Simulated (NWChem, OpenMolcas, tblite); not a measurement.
**How methods differ on CH4F2OSi (SMILES C[Si](O)(F)F)**

CH4F2OSi has 9 atoms, charge 0, and is taken as a singlet. As SMILES, `C[Si](O)(F)F`. The coordinates come from a PBE0-D4/def2-TZVP relaxation. This is one conformer, not always the lowest.

```jsonl
{"atom": "C", "x (Å)": "-1.1894", "y (Å)": "0.3389", "z (Å)": "-0.1622"}
{"atom": "Si", "x (Å)": "0.5801", "y (Å)": "-0.1307", "z (Å)": "-0.1925"}
{"atom": "O", "x (Å)": "1.0834", "y (Å)": "-0.4799", "z (Å)": "1.3080"}
{"atom": "F", "x (Å)": "0.8274", "y (Å)": "-1.3740", "z (Å)": "-1.1519"}
{"atom": "F", "x (Å)": "1.4719", "y (Å)": "1.0327", "z (Å)": "-0.8079"}
{"atom": "H", "x (Å)": "-1.7955", "y (Å)": "-0.4801", "z (Å)": "0.2296"}
{"atom": "H", "x (Å)": "-1.3421", "y (Å)": "1.2133", "z (Å)": "0.4733"}
{"atom": "H", "x (Å)": "-1.5401", "y (Å)": "0.5775", "z (Å)": "-1.1681"}
{"atom": "H", "x (Å)": "1.9927", "y (Å)": "-0.7439", "z (Å)": "1.4547"}
```

Each level gives the dipole moment (D). The values are calculated.

```csv
level,kind,program,value (D),CPU time
GFN2-xTB,semi-empirical,tblite,1.36,under 2 s
HF/cc-pVDZ,Hartree–Fock,NWChem,1.26,2.4 min
SVWN5/cc-pVDZ,LDA,NWChem,1.16,99 s
PBE/cc-pVDZ,GGA,NWChem,1.12,1.8 min
M06-L/cc-pVDZ,meta-GGA,OpenMolcas,1.18,72 s
TPSS/cc-pVDZ,meta-GGA,OpenMolcas,1.10,78 s
r2SCAN/cc-pVDZ,meta-GGA,OpenMolcas,1.15,71 s
BHLYP/cc-pVDZ,global hybrid,OpenMolcas,1.22,54 s
```

The values span 1.10 to 1.36 D. Magnitudes only. Times are those of the runs behind each value, whatever else they computed, on shared processors of several kinds: orders of magnitude only.
